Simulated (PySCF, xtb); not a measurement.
Hf(F)3(NH2) (F3H2HfN), SMILES [F][Hf]([F])([NH2])[F], multiplicity 1. Other conformers were not sampled.

Harmonic wavenumbers (cm⁻¹) from xtb with GFN2-xTB at its own minimum, in rising order: 15, 76, 84, 129, 137, 157, 277, 442, 462, 481, 483, 522, 1489, 3326, 3342.

Question: What does PBE-D3(BJ)/def2-SVP run with PySCF 2.14.0 give at its own minimum? (Estimate from the structure and the level; the computed values follow.)

Answer: 29, 147, 148, 149, 166, 204, 442, 482, 632, 642, 650, 651, 1456, 3457, 3544. Paired by order, the mean absolute difference is 96 cm⁻¹ and the zero-point energies are 16.3 and 18.3 kcal/mol.
